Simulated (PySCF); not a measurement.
Constitutional and geometric isomers with formula C2H3B. Gas-phase values, no solvent. Strings in code marks are SMILES.

Calculation: PySCF with PBE0-D3(BJ)/def2-TZVP. Excitations are Tamm–Dancoff values on a coarser integration grid. The basis has no diffuse functions, so Rydberg states are missing or too high.

| species | HOMO (eV) | HOMO–LUMO gap (eV) | S1–T1 gap (TDA) (eV) |
|---|---|---|---|
| `B1C=C1` | -8.02 | 7.76 | 0.72 |
| `B=C=C` | -6.33 | 3.72 | 0.48 |
| `BC#C` | -8.09 | 5.69 | 0.40 |
